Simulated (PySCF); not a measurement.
Se(SH)(SMe) (CH4S2Se), SMILES CS[Se]S. Coordinates come from a PBE0-D3(BJ)/def2-SVP optimisation. The structure was generated by enumeration, and PubChem lists no compound with its InChIKey, so it may never have been made. One conformer was computed; it need not be the lowest.

Computed equilibrium geometry at PBE0-D3(BJ)/def2-SVP (PySCF confirms it by a frequency run) as bond lengths and angles (one conformer of several):
Atoms: Se1 S2 H3 S4 C5 H6 H7 H8. Bonded distances (Å): Se1–S2 2.216, Se1–S4 2.191, S2–H3 1.354, S4–C5 1.811, C5–H6 1.098, C5–H7 1.101, C5–H8 1.099. Bond angles (°): S2–Se1–S4 104.4, Se1–S2–H3 97.4, Se1–S4–C5 102.4, S4–C5–H6 111.4, S4–C5–H7 106.2, S4–C5–H8 110.2, H6–C5–H7 109.5, H6–C5–H8 110.4, H7–C5–H8 109.0.
Charge 0, spin multiplicity 1.
